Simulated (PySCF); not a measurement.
**Which determinant of KPb lies lowest?**

Unrestricted PBE0; K def2-SVPD, Pb def2-SVPD with ECP60; scalar-relativistic core potentials (PySCF 2.14). Outer shells of the fragments: K 4s1; Pb 5d10 6s2 6p2.

Followed along the bond (rough minima from three points):

```tsv
2Ms+1	unpaired	⟨S²⟩ at the start	R at minimum (Å)	Te (eV)
4	σ ↑, π ↑↑	3.75	3.34	0.00
2	σ ↓, π ↑↑	1.76	3.43	0.48
2	π ↑	0.78	3.58	0.49
2	σ ↑, π ↑↓	1.76	3.37	0.50
4	σ ↑↑, π ↑	3.75	none in the scan	≤ 1.30
```

Solutions found at the starting distance of 3.340 Å, counted from the lowest of them; the search is not exhaustive and high or unbound solutions are not listed, so other states can lie among these:

| 2Ms+1 | unpaired | term | E (eV) | ⟨S²⟩ | ⟨Lz²⟩ | μ (D) |
| --- | --- | --- | --- | --- | --- | --- |
| 4 | σ ↑, π ↑↑ | ⁴Σ⁻ | 0.00 | 3.75 | 0.00 | -9.00 |
| 2 | σ ↓, π ↑↑ | mixed | 0.49 | 1.76 | 0.00 | -8.01 |
| 2 | σ ↑, π ↑↓ | mixed | 0.50 | 1.76 | 2.01 | -8.57 |
| 2 | π ↑ | ²Π | 0.53 | 0.78 | 1.00 | -6.07 |
| 4 | σ ↑↑, π ↑ | ⁴Π | 1.54 | 3.75 | 1.00 | 3.39 |
| 2 | π ↑ | ²Π | 1.70 | 0.76 | 1.02 | -9.51 |
| 4 | σ ↑, π ↑↑ | mixed | 2.66 | 3.75 | 2.00 | 2.47 |
| 4 | π ↑↑↑ | ⁴Π | 3.02 | 3.75 | 1.00 | 2.09 |

A term symbol is given only where ⟨S²⟩ and ⟨Lz²⟩ are close to those of a pure state; real π, δ and φ orbitals otherwise mix terms. A positive dipole means K(−)Pb(+).

Spin–orbit coupling is left out, which matters for elements this heavy, above all for dissociation energies. Counting both spins, an empty level lies below a filled one in some of these solutions, because spin and occupation are held.
